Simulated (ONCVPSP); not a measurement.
## N: one change to an ONCV potential, before and after

nitrogen (N), optimised norm-conserving Vanderbilt (ONCV), made with ONCVPSP 4.0.1 (revPBE, scalar-relativistic). Core [He], reference 2s2 2p1.5 (charge +1.5). Waves: 2s: rc 0.85 bohr, ncon 3, nbas 8, qcut 8 1/bohr, 1 projector; 2p: rc 1.60 bohr, ncon 4, nbas 8, qcut 10.8 1/bohr, 2 projectors, debl 1.1 Ha; d scattering state at 0.21 Ha: rc 1.60 bohr, ncon 3, nbas 8, qcut 6.8 1/bohr, 2 projectors, debl 3.1 Ha. Local part: polynomial inside 0.70 bohr (lpopt 5, dvloc0 4 Ha). Core correction: Teter function, fcfact 1.5, rcfact 1.35.

Change: functional PBE.

Cutoffs: the cutoffs (Ha) at which the residual kinetic energy of the hardest occupied pseudo-wave falls to 1 and 0.1 mHa per electron; they do not see the model core or the augmentation charge, which bear on the density cutoff. Errors are all-electron minus pseudo energies relative to the spin-unpolarised reference configuration.

Problem. How do hardness, ghosts and transferability respond?

Solution. The potential gets neither clearly harder nor softer (31 Ha and 91 Ha → 31 Ha and 91 Ha); of the 4 tests that both files solve, the error grows in 2 and shrinks in 0 by more than 15 % and 0.3 meV (median size 20.9 → 23.9 meV); neither file shows a bound ghost.

```csv
quantity,base,changed
"cutoff, loose",31 Ha,31 Ha
"cutoff, tight",91 Ha,91 Ha
loose cutoff by channel,"s 29 Ha, p 31 Ha","s 29 Ha, p 31 Ha"
bound ghosts,none,none
GHOST(+) flags under 300 eV,none,none
"error for 2s2 2p3, meV [ΔE -25.83 → -25.91 eV]",+41,+47
"error for 2s2 2p2, meV [ΔE -12.29 → -12.32 eV]",+9.2,+11
"error for 2s2 2p1, meV [ΔE 16.49 → 16.53 eV]",+16,+18
"error for 2s2 2p2.5, meV [ΔE -20.76 → -20.82 eV]",+26,+30
s: phases at 0.86 bohr within 0.05 rad from the reference energy up to (Ha; the scan ends near 5),4.9,4.9
p: phases at 1.63 bohr within 0.05 rad from the reference energy up to (Ha; the scan ends near 5),to the end of the scan,to the end of the scan
d: phases at 1.63 bohr within 0.05 rad from the reference energy up to (Ha; the scan ends near 5),to the end of the scan,to the end of the scan
"rms error of d²Exc/dni dnj with the model core, mHa",2.46,3.34
```
